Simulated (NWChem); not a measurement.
# CrO2BrF; SMILES [O]=[Cr](=[O])([F])[Br]

```xyz
5

Cr     0.0530    -0.7454     0.0000
O      0.8234    -1.1928    -1.2382
O      0.8234    -1.1928     1.2382
F     -1.4963    -1.4104     0.0000
Br    -0.0264     1.5183     0.0000
```
Atoms are numbered in this order, from 1.

All runs: NWChem. Pople sets run with spherical d functions. All runs use the structure optimised with PBE0/def2-SVP. Vzz is the largest principal value of the second derivative of the potential at the nucleus (NWChem prints the opposite sign); η is the asymmetry. Non-relativistic.

```tsv
level	Vzz Cr1 (a.u.)	η Cr1	Vzz O3 (a.u.)	η O3	Vzz Br5 (a.u.)	η Br5
CAM-B3LYP/def2-SVP	-0.808	0.43	-0.779	0.54	4.058	0.40
Hartree-Fock/def2-TZVP	0.457	0.15	-1.197	0.25	4.907	0.19
Hartree-Fock/6-31G*	-0.666	0.14	-1.205	0.21	4.472	0.18
```
